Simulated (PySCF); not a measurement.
**Assigning NMR signals**

Atom-mapped SMILES (the numbers label the heavy atoms): `[CH2:1]=[CH:2][Si@@H:3]1[SiH2:4][C:5]([F:6])=[C:7]1[CH3:8]`; H(Xn) means a hydrogen on atom n. Ha(Si4) is cis to C2 on the ring; Ha(C1) is cis to Si3; Hb(Si4) is trans to C2 on the ring; Hb(C1) is trans to Si3.

PySCF 2.14.0 with density-fitted response routines calculation with NMR shieldings at PBE0/pcSseg-1/GIAO and geometry from GFN2-xTB; one computed conformer, no solvent model, relativity neglected, averaged over atoms made equivalent by symmetry, fast rotation or ring inversion.

δ = σ(ref) − σ, references computed at the same level: ¹³C, ¹H vs TMS.

Q: Assign these signals to the numbered atoms. ¹³C{¹H} NMR (computed): δ 178.8 (C), 150.5 (C), 144.1 (CH2), 139.2 (CH), 15.3 (CH3).

A: 
178.8 → C5, fully substituted alkene carbon
150.5 → C7, fully substituted alkene carbon: the olefinic region
144.1 → C1, terminal =CH2 carbon: an sp2 carbon of a C=C bond
139.2 → C2, alkene CH: an sp2 carbon of a C=C bond
15.3 → C8, allylic methyl carbon: aliphatic region, no heteroatom directly attached

Q: Assign these signals to the numbered atoms. ¹H NMR (400 MHz, computed): δ 6.62 (m, 1H), 6.43 (m, 1H), 6.26 (m, 1H), 4.90 (m, 1H), 4.77 (m, 1H), 4.67 (m, 1H), 2.03 (s, 3H).

A: 
6.62 → Hb(C1), hydrogen on a terminal =CH2 carbon: a vinylic proton, deshielded by the sp2 carbon and the C=C anisotropy
6.43 → H(C2), hydrogen on an alkene CH: attached to an sp2 carbon and in the plane of the double bond
6.26 → Ha(C1), hydrogen on a terminal =CH2 carbon: a vinylic proton, deshielded by the sp2 carbon and the C=C anisotropy
4.90 → H(Si3), hydrogen on a silicon bonded to 2 C, Si, in a 4-membered ring
4.77 → Hb(Si4), hydrogen on a silicon bonded to C, Si, in a 4-membered ring
4.67 → Ha(Si4), hydrogen on a silicon bonded to C, Si, in a 4-membered ring
2.03 → H(C8), hydrogen on an allylic methyl carbon: allylic position

Hb(Si4) and Ha(Si4) lie closer than the usual error of such a calculation, so a measured spectrum could show them in the other order.

Splittings by ¹⁹F in the carbon and heteronuclear signals aren't shown, as no couplings were computed. Shifts are as computed. Against solution values, carbons near 30 ppm lie about +3 ppm off and those near 130 ppm about +5 ppm. Of 1309 compounds with measured shifts, 239 miss one by over three times the rms of a fit or turn the order of signals round; such compounds aren't used in these exercises. No couplings were computed; multiplicities are counted from neighbouring protons, with m where these are inequivalent, close in shift, in a saturated or five-membered ring or joined by F or P, and br s for small geminal =CH2 splittings.
